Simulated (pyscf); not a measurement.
F–SnH₂–GeH₃ (SMILES [F][SnH2][GeH3]), singlet

Gas-phase minimum from PySCF at ωB97X-D3(BJ)/def2-SVP, one conformer. 

```
Sn
F 1 1.9500
H 1 1.7082 2 104.49
H 1 1.7083 3 111.47 2 112.30
Ge 1 2.5646 3 115.03 4 133.21
H 5 1.5334 1 109.74 3 54.42
H 5 1.5334 6 109.61 1 -120.55
H 5 1.5366 6 109.12 7 -119.44
```
Charge 0, spin multiplicity 1.

Properties at ωB97X-D3(BJ)/def2-SVP:

| Quantity | Result |
|---|---|
| Harmonic wavenumbers, unscaled | 68, 97, 247, 306, 454, 496, 563, 625, 668, 714, 824, 903, 904, 1975, 1977, 2185, 2199, 2203 cm⁻¹ |
| Zero-point energy | 24.9 kcal/mol |
| Rotational symmetry number | 1 |
| Entropy of this conformer at 298 K and 1 atm, rigid rotor and harmonic oscillator, modes under 100 cm⁻¹ raised to 100 | 348.0 J/(mol K) |
| Dipole moment | 2.81 D |

Single-point totals, which compare only within one level (frozen core for MP2 and CC):

```tsv
level	total energy (hartree)
ωB97X-D3(BJ)/def2-TZVP	-2394.27224
PBE/def2-TZVP	-2393.79118
r²SCAN/def2-TZVP	-2394.24564
B3LYP-D3(BJ)/def2-TZVP	-2394.35452
PBE0-D3(BJ)/def2-TZVP	-2393.86459
M06-2X/def2-TZVP	-2394.10207
ωB97M-D3(BJ)/def2-TZVP	-2394.28738
HF/def2-TZVPP	-2391.13286
MP2/def2-TZVPP	-2391.98140
CCSD/def2-TZVPP	-2391.99887
CCSD(T)/def2-TZVPP	-2392.02451
```

Soft torsions are taken as harmonic, which can shift the entropy by several J/(mol K). The CCSD(T) − MP2 part came from Ansatz, without density fitting, on the same reference. The frozen core leaves the outer d or s,p core shells of the metals and heavy elements correlated in the MP2 and CC values, and def2-TZVPP describes them poorly, so these totals are far from the basis limit. Elements up to Kr have no core potential and no relativistic terms here. Elements past Kr carry the def2 core potentials, without spin-orbit coupling.
